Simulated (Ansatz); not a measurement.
Compare A (`CC1=[C]([AlH2])C1`) with its isomer B (`C[C]1([AlH2])C=C1`).

Program: Ansatz. Geometries: PBE0-D4/def2-TZVP. ΔE: electronic, gas phase. CCSD(T)/CBS adds triple-zeta CCSD(T) − MP2 to the extrapolated MP2 energy (def2 sets, frozen cores). Functionals use def2-TZVPP. B3LYP here is the variant with VWN-RPA as its local correlation; programs differ in this.

Question: Which isomer does CCSD(T)/CBS put lower? Give the gap. (Estimate.)

Answer: Computed: A, by 18.0 kcal/mol.

Question: Give E(B) − E(A) in kcal/mol with CCSD/def2-TZVPP, PBE0-D4, B3LYP-D4, CCSD(T)/def2-TZVPP, ωB97M-V, PBE-D4, HF/def2-TZVPP. (Estimate.)

Answer: The calculation gave: CCSD/def2-TZVPP 19.0, PBE0-D4 19.7, B3LYP-D4 19.9, CCSD(T)/def2-TZVPP 18.5, ωB97M-V 18.5, PBE-D4 19.1, HF/def2-TZVPP 22.5. None reverses the order clearly.

Largest T1 diagnostic: 0.011.

In def2-TZVPP, CCSD(T) changes the Hartree–Fock value by −4.1 kcal/mol (the triples alone add −0.5 kcal/mol) and MP2 by −3.8 kcal/mol. The D4 term adds −0.9 kcal/mol with B3LYP and −0.4 kcal/mol with PBE0; it sums over pairs of atoms, weighted by their polarisabilities, and B3LYP, whose exchange is more repulsive, gets the larger term.
